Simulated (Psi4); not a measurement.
C4H5, doublet (typed; the unrestricted solution is spin-contaminated), at a GFN2-xTB geometry; CCSD(T)/def2-SVP run with Psi4.

The Psi4 input:
```
memory 2 GB

molecule {
0 2
  C    -0.01669866   -0.14473260    2.05451619
  C    -0.00572650   -0.05021694    0.70569704
  C     0.00420741    0.03413279   -0.51310411
  C     0.01585773    0.13725248   -1.95067878
  H    -0.94506085   -0.19981979    2.59400011
  H     0.90273351   -0.16585290    2.61141141
  H    -0.00059800    1.18728795   -2.25276024
  H     0.91722312   -0.32377874   -2.35724285
  H    -0.86013765   -0.35645090   -2.37399048
}

set basis def2-svp
set reference uhf
set freeze_core true

energy('ccsd(t)')
print_variables()
```

### Question
Predict the main parts of the log of this Psi4 run.

### Answer

```
   => Loading Basis Set <=

    Name: DEF2-SVP
    Role: ORBITAL
    Keyword: BASIS

         ---------------------------------------------------------
                                   SCF
               by Justin Turney, Rob Parrish, Andy Simmonett
                          and Daniel G. A. Smith
                              UHF Reference
         ---------------------------------------------------------

  ==> Geometry <==

    Molecular point group: c1
    Full point group: C1

    Geometry (in Angstrom), charge = 0, multiplicity = 2:

       Center              X                  Y                   Z               Mass
    ------------   -----------------  -----------------  -----------------  -----------------
         C           -0.016433774286    -0.142087773704     2.021245193113    12.000000000000
         C           -0.005461614286    -0.047572113704     0.672426043113    12.000000000000
         C            0.004472295714     0.036777616296    -0.546375106887    12.000000000000
         C            0.016122615714     0.139897306296    -1.983949776887    12.000000000000
         H           -0.944795964286    -0.197174963704     2.560729113113     1.007825032230
         H            0.902998395714    -0.163208073704     2.578140413113     1.007825032230
         H           -0.000333114286     1.189932776296    -2.286031236887     1.007825032230
         H            0.917488005714    -0.321133913704    -2.390513846887     1.007825032230
         H           -0.859872764286    -0.353806073704    -2.407261476887     1.007825032230

  Running in c1 symmetry.

  Rotational constants: A =      3.44700  B =      0.12243  C =      0.12090 [cm^-1]
  Rotational constants: A = 103338.59488  B =   3670.36848  C =   3624.64039 [MHz]
  Nuclear repulsion =   94.588219043724479

  Charge       = 0
  Multiplicity = 2
  Electrons    = 29
  Nalpha       = 15
  Nbeta        = 14

  ==> Algorithm <==

  SCF Algorithm Type is PK.
  DIIS enabled.
  MOM disabled.
  Fractional occupation disabled.
  Guess Type is SAD.
  Energy threshold   = 1.00e-08
  Density threshold  = 1.00e-08
  Integral threshold = 1.00e-12

  ==> Primary Basis <==

  Basis Set: DEF2-SVP
    Blend: DEF2-SVP
    Number of shells: 39
    Number of basis functions: 81
    Number of Cartesian functions: 85
    Spherical Harmonics?: true
    Max angular momentum: 2

  ==> Integral Setup <==

  Using in-core PK algorithm.
   Calculation information:
      Number of atoms:                   9
      Number of AO shells:              39
      Number of primitives:             73
      Number of atomic orbitals:        85
      Number of basis functions:        81

      Integral cutoff                 1.00e-12
      Number of threads:                 1

  Performing in-core PK
  Using 11032362 doubles for integral storage.
  We computed 272023 shell quartets total.
  Whereas there are 304590 unique shell quartets.

  ==> DiskJK: Disk-Based J/K Matrices <==

    J tasked:                  Yes
    K tasked:                  Yes
    wK tasked:                  No
    Schwarz Cutoff:          1E-12

  Minimum eigenvalue in the overlap matrix is 5.5459392981E-04.
  Reciprocal condition number of the overlap matrix is 1.0410677286E-04.
    Using symmetric orthogonalization.

  ==> Pre-Iterations <==

  SCF Guess: Superposition of Atomic Densities via on-the-fly atomic UHF (no occupation information).

   -------------------------
    Irrep   Nso     Nmo
   -------------------------
     A         81      81
   -------------------------
    Total      81      81
   -------------------------

  ==> Iterations <==

                        Total Energy        Delta E     RMS |[F,P]|

   @UHF iter SAD:  -153.26637201664610   -1.53266e+02   0.00000e+00
   @UHF iter   1:  -154.07339350201801   -8.07021e-01   4.22962e-03 DIIS/ADIIS
   @UHF iter   2:  -154.16191120017419   -8.85177e-02   1.62207e-03 DIIS/ADIIS
   @UHF iter   3:  -154.17499022101646   -1.30790e-02   6.27805e-04 DIIS/ADIIS
   @UHF iter   4:  -154.17917783834940   -4.18762e-03   3.67817e-04 DIIS/ADIIS
   @UHF iter   5:  -154.18047909694357   -1.30126e-03   2.23156e-04 DIIS/ADIIS
   @UHF iter   6:  -154.18149575902922   -1.01666e-03   1.27357e-04 DIIS/ADIIS
   @UHF iter   7:  -154.18189585230868   -4.00093e-04   9.52614e-05 DIIS
   @UHF iter   8:  -154.18218330697539   -2.87455e-04   7.41084e-05 DIIS
   @UHF iter   9:  -154.18256751932813   -3.84212e-04   2.97830e-05 DIIS
   @UHF iter  10:  -154.18261051774664   -4.29984e-05   1.16482e-05 DIIS
   @UHF iter  11:  -154.18261346923387   -2.95149e-06   5.00139e-06 DIIS
   @UHF iter  12:  -154.18261404219709   -5.72963e-07   1.40398e-06 DIIS
   @UHF iter  13:  -154.18261407749691   -3.52998e-08   5.04602e-07 DIIS
   @UHF iter  14:  -154.18261408200880   -4.51189e-09   2.16070e-07 DIIS
   @UHF iter  15:  -154.18261408297730   -9.68498e-10   1.10212e-07 DIIS
   @UHF iter  16:  -154.18261408325606   -2.78760e-10   5.11724e-08 DIIS
   @UHF iter  17:  -154.18261408330650   -5.04485e-11   2.38427e-08 DIIS
   @UHF iter  18:  -154.18261408331392   -7.41807e-12   8.02297e-09 DIIS
  Energy and wave function converged.

  ==> Post-Iterations <==

   @Spin Contamination Metric:   1.886473118E-01
   @S^2 Expected:                7.500000000E-01
   @S^2 Observed:                9.386473118E-01
   @S   Expected:                5.000000000E-01
   @S   Observed:                5.000000000E-01

    Orbital Energies [Eh]
    ---------------------

    Alpha Occupied:

[...]
    Alpha Virtual:

[...]
    Beta Occupied:

[...]
    Beta Virtual:

[...]
      81A      4.049791

    Final Occupation by Irrep:
              A
    DOCC [    14 ]
    SOCC [     1 ]
    NA   [    15 ]
    NB   [    14 ]

  @UHF Final Energy:  -154.18261408331392

   => Energetics <=

    Nuclear Repulsion Energy =             94.5882190437244788
    One-Electron Energy =                -393.6577224135020288
    Two-Electron Energy =                 144.8868892864635995
[...]
    Total Energy =                       -154.1826140833139220
[...]
     4        -0.540940151906498    1.174e-02    0.038205    0.000000    0.000000    0.000000
     5        -0.540911660043280    3.621e-03    0.039239    0.000000    0.000000    0.000000
     6        -0.540943873007448    1.393e-03    0.039518    0.000000    0.000000    0.000000
     7        -0.540957996353409    4.846e-04    0.039558    0.000000    0.000000    0.000000
     8        -0.540957475566341    2.039e-04    0.039569    0.000000    0.000000    0.000000
     9        -0.540956464070564    8.584e-05    0.039573    0.000000    0.000000    0.000000
    10        -0.540957183830497    4.656e-05    0.039573    0.000000    0.000000    0.000000
    11        -0.540957277992217    2.302e-05    0.039575    0.000000    0.000000    0.000000
    12        -0.540957971760450    1.222e-05    0.039576    0.000000    0.000000    0.000000
    13        -0.540958107629869    5.497e-06    0.039576    0.000000    0.000000    0.000000
    14        -0.540958097220843    1.981e-06    0.039576    0.000000    0.000000    0.000000
    15        -0.540958094638218    8.401e-07    0.039577    0.000000    0.000000    0.000000
    16        -0.540958100222930    3.337e-07    0.039577    0.000000    0.000000    0.000000
    17        -0.540958110971460    1.289e-07    0.039577    0.000000    0.000000    0.000000
    18        -0.540958113749246    5.508e-08    0.039577    0.000000    0.000000    0.000000

    Iterations converged.

    Largest TIA Amplitudes:
              9   1        -0.0640774579
              8   6        -0.0557749739
              8   3         0.0460613581
              9   5         0.0332852103
             10   6         0.0255311095
              9  15        -0.0238378976
              8  24        -0.0218437945
              6   6         0.0178531618
             10   3        -0.0152456305
              9  26         0.0151184411

    Largest Tia Amplitudes:
              8   7        -0.0754136463
              9   2         0.0614213072
              8   4        -0.0405986591
              9   6        -0.0363675094
              8  15         0.0315441392
              9  19        -0.0228975122
              8  25         0.0223339723
              8  13        -0.0186378289
              7   7         0.0158634969
              7   0         0.0139444575

    Largest TIJAB Amplitudes:
     10   9   6   1         0.0196571390
     10   9   3   1        -0.0158467359
     10   9   6   5        -0.0136959942
     10   9   5   3        -0.0110739800
      9   8   6   1         0.0100042124
     10   5  31  13         0.0096655420
      9   8  18   6        -0.0091746969
      5   3  10   1         0.0090566582
     10   5  23  14         0.0088933955
     10   4  10   6        -0.0088427747

    Largest Tijab Amplitudes:
      9   8   2   0         0.0250113918
      9   8   6   0        -0.0175104970
      9   8   7   2        -0.0147795125
      8   2  10   0         0.0139690220
      9   8   7   6         0.0110539454
      8   5   7   2        -0.0103688489
      8   3  10   0        -0.0097046914
      9   8  12   0        -0.0096417460
      9   8  16   7         0.0091460389
      9   8  39  37        -0.0086673967

    Largest TIjAb Amplitudes:
     10   8   6   0        -0.0680217138
      9   9   1   2        -0.0654178195
     10   8   3   0         0.0522280904
      8   8   6   7         0.0424754937
      9   9   5   2         0.0422936600
      9   9   1   6         0.0416594712
      9   8   1   0         0.0325051157
      9   9   5   6        -0.0308256529
      8   8   3   7        -0.0307521120
      6   7  20  21         0.0283192960

    SCF energy       (wfn)                    = -154.182614083313922
    Reference energy (file100)                = -154.182614083314576

    Opposite-spin MP2 correlation energy      =   -0.369813889069669
    Same-spin MP2 correlation energy          =   -0.119070989485628
    Singles MP2 correlation energy            =   -0.000000000000000
    MP2 correlation energy                    =   -0.488884878555297
      * MP2 total energy                      = -154.671498961869872

    Opposite-spin CCSD correlation energy     =   -0.431059002588919
    Same-spin CCSD correlation energy         =   -0.109899111160327
    Singles CCSD correlation energy           =   -0.000000000000000
    CCSD correlation energy                   =   -0.540958113749246
      * CCSD total energy                     = -154.723572197063817

            **************************
            *                        *
            *        CCTRIPLES       *
            *                        *
            **************************

    Wave function   =    CCSD_T
    Reference wfn   =      UHF

    Nuclear Rep. energy (wfn)                =   94.588219043724479
    SCF energy          (wfn)                = -154.182614083313922
    Reference energy    (file100)            = -154.182614083314576
    CCSD energy         (file100)            =   -0.540958113749246
    Total CCSD energy   (file100)            = -154.723572197063817

    Number of ijk index combinations:
    Spin Case AAA:                                 165
    Spin Case BBB:                                 120
    Spin Case AAB:                                 550
    Spin Case ABB:                                 495
    AAA (T) energy                             =   -0.000474058360492
    BBB (T) energy                             =   -0.000416984652336
    AAB (T) energy                             =   -0.009780100537485
    ABB (T) energy                             =   -0.008987333375074
    (T) energy                                   =   -0.019658476925387
      * CCSD(T) total energy                     = -154.743230673989217

  Variable Map:
  ----------------------------------------------------------------------------
[...]
  Array Variable Map:
  ----------------------------------------------------------------------------
[...]
[...]
```
